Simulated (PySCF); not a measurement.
Species: dimethyl diselenide, C2H6Se2.
Geometry (PBE0-D3(BJ)/def2-SVP, Å), atoms numbered from 1 in this order:
```
atom  x, y, z in Å
C1     2.007    0.021   -0.008
Se2    0.759    1.518    0.046
Se3   -1.065    0.507    1.050
C4    -1.965   -0.229   -0.516
H5     2.936    0.408   -0.454
H6     1.614   -0.790   -0.634
H7     2.209   -0.341    1.008
H8    -2.198    0.574   -1.227
H9    -1.347   -0.999   -0.994
H10   -2.899   -0.682   -0.152
```

Method used: EOM-IP-CCSD/aug-cc-pVDZ in PySCF, restricted Hartree–Fock reference, frozen core, non-relativistic, gas phase, PBE0-D3(BJ)/def2-SVP geometry.

The vertical ionisation energies are 8.39, 8.49, 10.57, 11.75, 12.56, 14.40, 14.63, 14.63 eV.

**Question.** Which Hartree–Fock orbital leads each hole, and what is its Koopmans value −ε?

**Answer.** 
```tsv
leading hole (HF orbital)	Koopmans (eV)	EOM-IP-CCSD (eV)	change (eV)	one-hole share
HOMO	9.01	8.39	-0.62	0.95
HOMO-1	9.15	8.49	-0.66	0.95
HOMO-2	11.09	10.57	-0.52	0.95
HOMO-3	12.57	11.75	-0.82	0.94
HOMO-4	13.38	12.56	-0.82	0.94
HOMO-5	15.68	14.40	-1.28	0.94
HOMO-7	15.98	14.63	-1.35	0.94
HOMO-6	15.96	14.63	-1.33	0.94
```

**Question.** Does the order of the lines follow the orbital energies?

**Answer.** Yes, no two lines change places. The corrections run from -1.35 to -0.52 eV, with a mean of -0.92 eV over the 8 lines; no line lies above its Koopmans value. Koopmans values leave out both the relaxation of the orbitals and the change in correlation energy.

**Question.** At what kinetic energies would He I light (21.22 eV) eject these electrons?

**Answer.** 12.83 eV (HOMO), 12.73 eV (HOMO-1), 10.65 eV (HOMO-2), 9.47 eV (HOMO-3), 8.66 eV (HOMO-4), 6.82 eV (HOMO-5), 6.59 eV (HOMO-7), 6.59 eV (HOMO-6).

**Question.** What total energy has the lowest final state, and which wavelength reaches it?

**Answer.** E(CCSD) + ionisation energy = -4879.51967 + 0.30816 = -4879.21151 Eh, at the geometry of the initial state. The threshold wavelength is 1239.84 eV nm/8.39 eV = 147.8 nm.

Lines less than 0.15 eV apart could change places at a higher level. One root was sought for each valence orbital with −ε under 21 eV, eight at most, so deeper holes and satellites are missing; no vibrational structure.

One conformer stands for the species.
